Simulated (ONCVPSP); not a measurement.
Configuration tests for rhenium (Re) (ONCV)

ONCVPSP 4.0.1 input, shortened (lines: element, Z, core and valence counts, functional; n l f; lmax; l rc ep ncon nbas qcut; lloc lpopt rc5 dvloc0; l nproj debl; icmod fcfact rcfact), PBE, scalar-relativistic:

```
  Re 75.00   12    3        4      upf
    1    0    2.00
    2    0    2.00
    2    1    6.00
    3    0    2.00
    3    1    6.00
    3    2   10.00
    4    0    2.00
    4    1    6.00
    4    2   10.00
    4    3   14.00
    5    0    2.00
    5    1    6.00
    5    2    5.00
    6    0    1.00
    6    1    1.00
    2
    0    2.55    0.00    5    9    2.30
    1    3.65    0.00    4    8    2.50
    2    1.80    0.00    4    7    5.10
    4    5    1.80    6.00
    0    1    1.00
    1    2    3.60
    2    2    3.90
    2    0.30    1.20
```

Energies are relative to the spin-unpolarised reference configuration 5d5 6s1 6p1; without spin polarisation the order of configurations can differ from experiment.

```
valence configuration  charge  ΔE all-electron (eV)  error AE − PS (meV)
          5d5 6s2 6p0       0                -4.786                 +3.0
          5d5 6s1 6p0      +1                 4.463                 -4.4
        5d5 6s1.5 6p0    +0.5                -1.005                 +0.1
```

Question: What are ΔE and the potential's error for 5d5 6s0 6p0?

Answer: ΔE = 20.785 eV all-electron; the error (AE − PS) is -23 meV.
